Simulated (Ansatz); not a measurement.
Consider the formal exchange of groups at the Si–F bond: `O[SiH2][SiH](F)S` + `C=CCCl` → `O[SiH2][SiH2]S` + `C=C(F)CCl`.

Gas-phase electronic energies from Ansatz, PBE0-D4/def2-TZVP geometries. CCSD(T)/CBS adds triple-zeta CCSD(T) − MP2 to the extrapolated MP2 energy (def2 sets, frozen cores). Functionals use def2-TZVPP. B3LYP here is the variant with VWN-RPA as its local correlation; programs differ in this. Each species was taken in one conformer, which may not be the lowest.

(1) Is it downhill or uphill in electronic energy at CCSD(T)/CBS, and by how much? (An estimate is asked.)

(2) What do these levels give: r2SCAN-D4, B3LYP-D4, B2PLYP, r2SCAN, B3LYP, CCSD/def2-TZVPP? (Estimate.)

Largest T1 diagnostic among the species: 0.012.

Results:

(1) Ansatz gave: Uphill: ΔE = +48.5 kcal/mol.

(2) Ansatz gave: r2SCAN-D4 45.0, B3LYP-D4 46.1, B2PLYP 47.6, r2SCAN 45.1, B3LYP 46.3, CCSD/def2-TZVPP 47.6 kcal/mol.

From PBE to PBE0 (25 % exact exchange), in def2-TZVPP and without D4, ΔE moves by +1.4 kcal/mol.
